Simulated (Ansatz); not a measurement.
Calculated with Ansatz (gas phase, PBE0-D4/def2-TZVP geometries, no zero-point term in ΔE). CCSD(T)/CBS adds triple-zeta CCSD(T) − MP2 to the extrapolated MP2 energy (def2 sets, frozen cores). This one scheme is used for every species. Functionals use def2-TZVPP. B3LYP here is the variant with VWN-RPA as its local correlation; programs differ in this. HSE06 is defined as in plane-wave codes. Each species was taken in one conformer, which may not be the lowest.

`B[SiH](F)[SiH2][SiH3]` + H₂O → `O[SiH2][SiH3]` + `B[SiH2]F`  (formal hydrolysis of the Si–Si bond)

| level | ΔE (kJ/mol) | difference from CCSD(T)/CBS |
| --- | --- | --- |
| PBE-D4 | -44.3 | 21.8 |
| B97M-V | -64.7 | 1.4 |
| PBE0-D4 | -50.8 | 15.3 |
| B3LYP-D4 | -67.6 | -1.5 |
| HSE06-D4 | -50.6 | 15.5 |
| CAM-B3LYP-D4 | -77.7 | -11.6 |
| ωB97X-V | -70.4 | -4.3 |
| B2PLYP | -78.3 | -12.2 |
| BLYP | -75.2 | -9.1 |
| r2SCAN | -64.5 | 1.6 |
| BHLYP | -87.7 | -21.6 |
| LC-ωPBE | -67.8 | -1.7 |
| RPA@PBE/def2-TZVPP | -71.9 | -5.8 |
| MP2/def2-SVP | -67.9 | -1.8 |
| CCSD(T)/def2-SVP | -62.6 | 3.5 |
| CCSD/def2-TZVPP | -73.9 | -7.8 |
| CCSD(T)/CBS | -66.1 | 0 |

Largest T1 diagnostic among the species: 0.014.

From PBE to PBE0 (25 % exact exchange), in def2-TZVPP and without D4, ΔE moves by −6.2 kJ/mol. Leaving LDA and LC-ωPBE aside and taking each functional with its dispersion term where it has one, the values, not all of them listed here, spread over 34.9 kJ/mol, from B2PLYP to revPBE-D4.

CCSD(T)/CBS has its own doubt, a few kJ/mol and more with outer-core shells, so smaller differences from it don't rank the levels.
